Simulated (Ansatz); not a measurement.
A nudged elastic band was laid between two geometries of CH4FGaN2O (10 atoms, charge 0, multiplicity 1).

Method: RKS BHLYP/def2-SVP (Ansatz 0.2.0).

```
movable images  : 5
climbing image  : yes
spring          : 5.0 eV/Å²
optimiser       : quadratic models (default)
start path      : through a guess of the saddle point
force threshold : 0.2 eV/Å
iteration limit : 60
end points      : relaxed
```

Initial state:

```xyz
10
Properties=species:S:1:pos:R:3
N 0.102 -1.672 0.897
C 0.141 -0.500 0.254
F -0.423 1.435 -2.546
N -0.758 0.462 0.333
Ga 0.288 1.534 -0.947
O 1.119 -0.227 -0.514
H 0.831 -2.337 0.719
H -0.672 -1.934 1.477
H -1.596 0.372 0.876
H 1.051 2.816 -0.547
```

Final state:

```xyz
10
Properties=species:S:1:pos:R:3
N -0.185 -1.563 0.511
C -0.109 -0.418 -0.316
F -0.626 -0.802 -1.523
N -0.804 0.721 0.208
Ga 0.629 1.783 -0.130
O 1.169 0.086 -0.545
H 0.309 -2.330 0.076
H 0.241 -1.371 1.404
H -1.789 0.663 0.392
H 1.247 3.179 -0.074
```

**Question.** What changes between the two ends?

**Answer.** Bonds broken: F3–Ga5. Bonds formed: C2–F3. The height of N1 over the plane of its neighbours goes from -0.03 to 0.37 Å.

**Question.** Give the energies along the band, and the barrier.

**Answer.** It converged. The highest image is number 3 of 0 to 6, 293.7 kJ/mol above the first end and 50.6 kJ/mol above the last; the last end lies 243.1 kJ/mol above the first. The threshold of 0.2 eV/Å is loose, so the images may lie well off the minimum-energy path. The profile has 2 maxima (images 3, 5) with wells between them (image 4): this band takes more than one step, which may be the mechanism or a detour left from its start path. Neighbouring images differ by up to 2.4 eV, so the band resolves the path poorly. The order of the stationary point at the top wasn't checked. The orbitals stay closed-shell, which can raise the energy where a bond breaks towards radicals; this wasn't checked here.

```tsv
image	path coordinate (Å)	energy (kJ/mol)	F3–Ga5 (Å)	C2–F3 (Å)	height of N1 over the plane of its neighbours (Å)
0	0.00	0.0	1.75	3.45	-0.03
1	1.02	12.6	1.76	3.11	-0.17
2	2.04	61.2	1.79	2.55	-0.22
3	3.06	293.7	2.40	1.61	-0.32
4	4.10	255.7	3.02	1.41	-0.38
5	5.13	259.5	3.03	1.38	0.31
6	6.16	243.1	3.19	1.37	0.37
```

**Question.** What is the geometry of the highest image?

**Answer.** 
```xyz
10
Properties=species:S:1:pos:R:3:forces:R:3
N 0.080 -1.621 0.585 0.14 0.13 -0.17
C 0.166 -0.332 0.121 -0.11 0.09 0.16
F -0.739 -0.196 -1.204 0.06 -0.07 -0.06
N -0.358 0.759 0.855 0.20 -0.06 0.02
Ga 0.507 1.725 -0.498 -0.07 -0.06 -0.01
O 1.344 0.056 -0.371 -0.08 0.02 0.02
H 0.553 -2.253 -0.043 -0.03 -0.06 0.03
H -0.858 -1.927 0.774 -0.08 0.01 0.03
H -1.344 0.719 1.062 -0.03 0.00 -0.03
H 0.732 3.021 -1.277 0.00 -0.01 0.03
```

The band took 13 iterations and of the order of 9 core-minutes.

Time of the run: 4.5 min on 2 threads of Arm Neoverse V2, on a shared host, peak memory 0.33 GiB.
